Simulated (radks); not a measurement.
Task: These are the eigenvalues of the occupied orbitals of an atom or ion with whole-number occupations (hartree). Calculated with a radial shooting solver on a logarithmic mesh with Libxc functionals: scalar-relativistic Kohn-Sham, r2SCAN, spin-polarised, spherical densities, finite nucleus; meta-GGA in the generalised Kohn-Sham scheme; Fermi nuclear charge, rms radius of each element as measured or else 0.836 A^(1/3) + 0.57 fm.

| orbital | eigenvalue |
|---|---|
| 1s up | -2331.477 |
| 1s down | -2331.465 |
| 2s up | -401.6790 |
| 2s down | -401.6765 |
| 2p up | -353.8553 |
| 2p down | -353.8473 |
| 3s up | -94.97630 |
| 3s down | -94.94832 |
| 3p up | -80.55297 |
| 3p down | -80.52287 |
| 3d up | -63.21073 |
| 3d down | -63.18557 |
| 4s up | -22.83141 |
| 4s down | -22.76985 |
| 4p up | -18.07344 |
| 4p down | -18.01295 |
| 4d up | -11.83186 |
| 4d down | -11.76777 |
| 5s up | -6.60415 |
| 5s down | -6.41846 |
| 5p up | -5.31784 |
| 4f up | -4.93288 |
| 4f down | -4.85404 |

Which element is it, and in what charge state? The configuration may be excited. Open shells, if any, are filled with parallel spins first.

Result: Z = 71, lutetium, charge +8: Lu8+ in [Kr] 4d10 4f13 5s2 5p2. The list shows which subshells hold electrons but not how many an open one holds; the 1s level, -2331.5 hartree, gives Z - s = 68.3 by -(Z - s)^2/2, which with screening and relativity narrows Z to a few neighbours, and the depths of the outer levels then fix element, charge and occupations together.
